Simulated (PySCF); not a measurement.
Sn(F)(Cl)(NH2)2 (ClFH₄N₂Sn), SMILES [Cl][Sn]([NH2])([F])[NH2].

Geometry optimised at r2SCAN-D4/def2-SVP. The structure was generated by enumeration; whether it is a known compound was not checked. The def2 effective core potentials stand for the cores of Sn; spin–orbit coupling is left out. The values are those of a single conformer.

Two levels are set side by side: PBE/def2-TZVP (PySCF) and M06-2X/def2-TZVP (PySCF). Same geometry, gas phase. Differences are taken from unrounded values.

```json
[
 {"quantity": "orbital gap (eV)", "PBE": "4.09"},
 {"quantity": "highest occupied level (eV)", "PBE": "-6.86"},
 {"quantity": "lowest empty level (eV)", "PBE": "-2.76"},
 {"quantity": "dipole moment (D)", "PBE": "2.05"},
 {"quantity": "mean polarisability (bohr³)", "PBE": "67.1"}
]
```

### Question
These are the PBE values. What does M06-2X give? (Estimate from the structure and the level; the computed values follow.)

### Answer

```
quantity                     M06-2X  PBE minus M06-2X
---------------------------  ------  ----------------
orbital gap (eV)               8.98             -4.88
highest occupied level (eV)   -9.77              2.91
lowest empty level (eV)       -0.79             -1.97
dipole moment (D)              1.98              0.07
mean polarisability (bohr³)    62.1               5.0
```

PBE's occupied levels lie high since its potential decays too fast outside the molecule; exact exchange lowers them and widens the gap. Loosely held outer electrons make PBE densities more polarisable. Differences between two approximate levels are no errors against the true value.

Rough cost on one machine, each run with all the roots and properties that it gave: M06-2X against PBE about 3 times.
